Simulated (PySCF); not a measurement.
Al(H)(Cl)(NH2) (AlClH3N), SMILES [NH2][AlH][Cl]. The structure is a stationary point at PBE0-D3(BJ)/def2-TZVP. The values are those of a single conformer.

TDDFT-B3LYP/def2-SVPD (PySCF) puts the lowest singlet excitations at 6.12, 6.28, 6.80, 6.93, 7.33, 7.53 eV.

### Question
What are the lowest excitation roots from ADC(2)/aug-cc-pVDZ (PySCF)? (Estimate from the structure and the level; the computed values follow.)

### Answer
5.99, 6.54, 7.10, 7.44, 7.50, 7.91 eV. S1 differs by -0.13 eV (second minus first; roots are paired by order, and the bases may differ).
